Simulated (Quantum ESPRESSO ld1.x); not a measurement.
Problem. The table gives one normalised radial function P(r) = r R(r) of Gd16+ in [Kr] 4d10 4f2 (r in bohr). Calculated with ld1.x of Quantum ESPRESSO 7.5: scalar-relativistic Kohn-Sham, LDA (Slater exchange, Perdew-Wang correlation), spin-polarised, spherical densities, point nucleus; open shells are filled with parallel spins first (spin-orbit coupling, left out, can overturn this in heavy ions).

| r | P |
|---|---|
| 0.001891 | 0.0001 |
| 0.002423 | 0.0001 |
| 0.003129 | 0.0002 |
| 0.00401 | 0.0004 |
| 0.00518 | 0.0009 |
| 0.006638 | 0.0017 |
| 0.008575 | 0.0034 |
| 0.01099 | 0.0066 |
| 0.01408 | 0.0127 |
| 0.01819 | 0.0245 |
| 0.02331 | 0.0456 |
| 0.03011 | 0.0840 |
| 0.03859 | 0.1466 |
| 0.04984 | 0.2483 |
| 0.06387 | 0.3899 |
| 0.08185 | 0.5673 |
| 0.1057 | 0.7509 |
| 0.1355 | 0.8519 |
| 0.175 | 0.7629 |
| 0.2243 | 0.3996 |
| 0.2897 | -0.2414 |
| 0.3712 | -0.9293 |
| 0.4757 | -1.3864 |
| 0.6145 | -1.4010 |
| 0.7875 | -1.0315 |
| 1.017 | -0.5343 |
| 1.304 | -0.1904 |
| 1.684 | -0.0393 |
| 2.158 | -0.0046 |

Which n and l does it have? It may be an empty orbital.

Solution. n = 4, l = 2: the number of nodes gives n - l - 1 = 1, the rise at small r (about r^(l+1), flatter next to the nucleus through relativity) gives l, and the extent must fit the shell. The curve is that of 4d up; the table hardly tells the two spins apart. 4d up: eigenvalue -479.44 eV, 1 radial node at r = 0.265 bohr, <r> = 0.597 bohr, 90 % of the charge inside 0.883 bohr.
